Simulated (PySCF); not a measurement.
C5H6O2, SMILES [C@@H]1([C@@H](C#C)[C@H]1O)O. Coordinates come from a PBE0-D3(BJ)/def2-SVP optimisation. The structure was generated by enumeration; whether it is a known compound was not checked. One conformer was computed; it need not be the lowest.

Question: Give the equilibrium geometry at PBE0-D3(BJ)/def2-SVP (PySCF confirms it by a frequency run) as a Z-matrix. (An estimate is asked for; the answer gives what the named calculation found.)

Answer: Several could match; the one computed here: 
```
C
H 1 1.0949
C 1 1.4307 2 116.04
C 3 1.2136 2 154.79 1 -174.07
H 4 1.0743 2 162.85 1 177.86
C 1 1.5272 2 116.40 3 143.56
O 6 1.3828 1 117.46 2 -150.80
H 7 0.9678 6 108.71 1 40.68
H 6 1.0967 7 115.40 8 -105.44
C 6 1.4929 9 120.99 7 142.83
O 10 1.3649 6 117.51 9 -141.63
H 11 0.9712 10 105.61 6 0.16
H 10 1.0947 11 113.68 12 -145.82
```
